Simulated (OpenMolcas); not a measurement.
# How methods differ on Si2H4OF2 (SMILES O[SiH](F)[SiH2]F)

Si2H4OF2: 9 atoms, total charge 0, spin state singlet. As SMILES, `O[SiH](F)[SiH2]F`. The shape is that of a PBE0-D4/def2-TZVP optimisation. This is one conformer, not always the lowest.

```
atom    x (Å)    y (Å)    z (Å)
   O   0.8443   1.7667  -0.4850
  Si   0.9694   0.1378  -0.4531
   F   0.9867  -0.4597  -1.9385
  Si  -0.8940  -0.7724   0.6683
   F  -2.1339   0.2026   0.3338
   H  -0.0142   2.1549  -0.6651
   H   2.2846  -0.1639   0.1538
   H  -1.2530  -2.1439   0.2266
   H  -0.7015  -0.7683   2.1423
```

Quantity: the dipole moment, in D. The values are calculated.

| level | kind | program | value (D) | CPU time |
| --- | --- | --- | --- | --- |
| BLYP/def2-SVP | GGA | OpenMolcas | 0.83 | 37 s |
| revPBE/def2-SVP | GGA | OpenMolcas | 0.83 | 38 s |
| M06-L/def2-SVP | meta-GGA | OpenMolcas | 0.99 | 43 s |
| r2SCAN/def2-SVP | meta-GGA | OpenMolcas | 0.93 | 43 s |
| B3LYP/def2-SVP | global hybrid | OpenMolcas | 0.99 | 36 s |
| BHLYP/def2-SVP | global hybrid | OpenMolcas | 1.20 | 34 s |
| M06-2X/def2-SVP | hybrid meta-GGA | OpenMolcas | 1.11 | 42 s |
| PBE0/def2-SVP | global hybrid | OpenMolcas | 1.03 | 36 s |

The values span 0.83 to 1.20 D. Magnitudes only. Times are those of the runs behind each value, whatever else they computed, on shared processors of several kinds: orders of magnitude only.
